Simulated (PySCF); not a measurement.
Excitation energy of Kr⁺ by level of theory

Kr⁺ [Ar] 3d10 4s2 4p5 (2P) → Kr⁺ [Ar] 3d10 4s2 4p4 4d1 (high-spin determinant), as a difference of total energies. Computed with PySCF 2.14 in aug-cc-pVDZ-DK (6s5p3d, 36 functions), with scalar relativity by spin-free X2C-1e. Correlated levels: valence: [Ar] 3d10 frozen. The calculations carry no spin-orbit coupling.

```
           method  excitation energy (eV)
              UHF                  15.788
    MP2 (valence)                  16.544
SCS-MP2 (valence)                  16.516
   CCSD (valence)                  16.330
CCSD(T) (valence)                  16.242
  CCSDT (valence)                  16.080
```

Problem. How much does correlation contribute at CCSD(T) (valence)?

Solution. 16.242 − (15.788) = 0.454 eV, measured against UHF.

A first-order spin-orbit estimate (lowest level to lowest level, LS coupling) adds 0.007 eV.

The promoted electron is Rydberg-like, and one or two diffuse shells describe it only roughly, which tends to raise the upper state.

The coupled-cluster amplitudes are large for the upper state (T1 above 0.03 or a double amplitude above 0.15), so a single reference is strained.

The determinant of the upper state mixes LS terms, which raises its energy above the lowest term, most at the Hartree-Fock and MP2 levels.
